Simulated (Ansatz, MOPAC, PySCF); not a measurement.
Torsion H4–N1–Sn2–N3 in H4N2Sn (SMILES [NH2][Sn][NH2]); at each angle all else is relaxed with GFN2-xTB, and the levels are single points there.
Geometry at 180° (charge 0, multiplicity 1):
```xyz
7

N      1.5104    -0.1178    -0.1327
Sn     0.1762     0.4452     1.3075
N     -0.2655    -1.4670     1.8731
H      2.0323     0.5044    -0.7318
H      1.7676    -1.0633    -0.3740
H      0.1230    -2.3120     1.4816
H     -0.9152    -1.7348     2.5974
```

On the grid 0° to 330°, 90° is the highest and 180° the lowest point at MP2/CBS(def2-TZVPP, def2-QZVPP) + ΔCCSD(T)/def2-TZVPP.

The state that PM6 reach isn't checked.

Programs: Ansatz (Gaussian basis) for Hartree–Fock, density functionals and correlated methods; MOPAC for PM6 (differences of heats of formation); PySCF for the dispersion terms. Values without a source in brackets are computed. In def2 rows elements past Kr take small-core potentials, without spin–orbit coupling.

Problem. What energy at 90° less that at 180° does r2SCAN-D3(BJ)/def2-TZVPP give?

Solution. 305 meV

Problem. Give the energy at 90° less that at 180° at the level BLYP-D3(BJ)/def2-TZVPP.

Solution. 247 meV

Problem. Predict the energy at 90° less that at 180° from PM6.

Solution. 239 meV

Ansatz is a first-principles code.
